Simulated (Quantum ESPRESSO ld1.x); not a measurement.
Question: These are the eigenvalues of the occupied orbitals of an atom or ion with whole-number occupations (hartree). Calculated with ld1.x of Quantum ESPRESSO 7.5: Dirac Kohn-Sham, relativistic LDA (MacDonald-Vosko exchange, VWN5 correlation), spin-unpolarised, spherical densities, point nucleus.

1s1/2: -763.424
2s1/2: -109.952
2p1/2: -101.631
2p3/2: -97.3217
3s1/2: -20.0114
3p1/2: -16.7919
3p3/2: -16.0699
3d3/2: -10.3285
3d5/2: -10.1891
4s1/2: -3.72500
4p1/2: -2.77019
4p3/2: -2.65830
4d3/2: -1.23232
7f5/2: -0.09139

Which element is it, and in what charge state? The configuration may be excited. Open shells, if any, fill j = l - 1/2 first.

Answer: Z = 43, technetium, charge +2: Tc2+ in [Kr] 4d4 7f1. The list shows which subshells hold electrons but not how many an open one holds; the 1s level, -763.42 hartree, gives Z - s = 39.1 by -(Z - s)^2/2, which with screening and relativity narrows Z to a few neighbours, and the depths of the outer levels then fix element, charge and occupations together.
